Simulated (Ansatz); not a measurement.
The cluster Ru4. Total charge 0; singlet. Geometry PBE0-D4/def2-SVP; atoms count from 1.

| atom | x (Å) | y (Å) | z (Å) |
| --- | --- | --- | --- |
| Ru1 | -0.0446 | 1.4464 | 0.2790 |
| Ru2 | -1.2957 | -0.6681 | -0.2188 |
| Ru3 | 0.7358 | -0.3737 | 1.2213 |
| Ru4 | 0.6045 | -0.4046 | -1.2815 |

In the def2 sets Ru takes a core potential; there is no spin–orbit coupling. The restricted singlet is unstable: a solution with broken spin symmetry lies lower. At PBE0-D4/def2-TZVP a quintet of charge 0 lies 1.45 eV below the restricted singlet, each at its own geometry. The structure comes from a short search, and lower isomers may exist.

Question: Estimate the Mulliken populations from the PBE0/def2-TZVP orbitals of Ansatz.

Answer: 
```tsv
atom	charge (e)	d electrons
Ru1	0.00	7.12
Ru2	0.00	7.12
Ru3	0.00	7.12
Ru4	0.00	7.12
```
Mulliken values depend strongly on the basis.

Question: And the Mayer bond orders between heavy atoms (over 0.3)?

Answer: Ru1–Ru2 0.99 (2.51 Å); Ru1–Ru3 2.05 (2.19 Å); Ru1–Ru4 0.99 (2.51 Å); Ru2–Ru3 0.98 (2.51 Å); Ru2–Ru4 2.05 (2.19 Å); Ru3–Ru4 0.99 (2.51 Å).
